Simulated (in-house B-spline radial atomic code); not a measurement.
A fraction x of an electron is removed from 4p in the germanium ion Ge⁺, starting from [Ar] 3d10 4s2 4p1 and keeping the highest spin. All numbers are computed (scalar-relativistic (X2C) TPSS, spin-polarised, spherical fractional occupations; Fermi nucleus of rms radius 4.0742 fm) with an all-electron radial atomic-structure program (B-spline basis), not measured.

```tsv
x	E(x) - E(0) (eV)	4p up level (eV)
0	0.0000	-11.679
0.1	1.2065	-12.453
0.19	2.3589	-13.156
0.31	3.9942	-14.100
0.43	5.7433	-15.052
0.5	6.8165	-15.610
0.58	8.0909	-16.250
0.74	10.7937	-17.535
0.79	11.6805	-17.938
0.98	15.2343	-19.472
1	15.6254	-
```

The exact functional would give a straight line between the two integer points. Deviations E(x) - E(0) - x[E(1) - E(0)], in eV: -0.356 at x = 0.1, -0.61 at x = 0.19, -0.85 at x = 0.31, -0.976 at x = 0.43, -0.996 at x = 0.5, -0.972 at x = 0.58, -0.769 at x = 0.74, -0.664 at x = 0.79, -0.079 at x = 0.98.

The curve lies below the straight line by up to 0.996 eV (at x = 0.5): convex, the delocalisation error that favours fractional charges.

Problem. How well does Slater's transition state (minus the level at half occupation) give the ionisation energy?

Solution. It gives 15.610 eV against 15.625 eV from the two total energies; NIST lists 15.93 eV, ground level to ground level.
